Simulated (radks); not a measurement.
Q: Pm2+, configuration [Xe] 4f5 (the NIST ground configuration). Calculated with a radial shooting solver on a logarithmic mesh with Libxc functionals: Dirac Kohn-Sham, PBEsol, spin-unpolarised, spherical densities, finite nucleus; open shells fill j = l - 1/2 first; Fermi nuclear charge, rms radius 4.962 fm.

Spin-orbit splittings of the eigenvalues, e(l+1/2) - e(l-1/2), with zeta = 2 splitting/(2l+1) and mean radii in bohr:

shell  occ.  splitting (eV)  zeta (eV)  <r> j=l-1/2  <r> j=l+1/2
2p        6           559.9      373.2      0.08246      0.08898
3p        6           112.6      75.04       0.2499       0.2625
3d       10           24.40      9.761       0.2339       0.2379
4p        6           24.60      16.40       0.6084       0.6371
4d       10           4.369      1.747       0.6831       0.6934
4f        5          0.4724     0.1350        1.030        1.046
5p        6               ?          ?        1.619        1.708

Estimate the 5p splitting.

A: 3.319 eV (zeta = 2.213 eV).
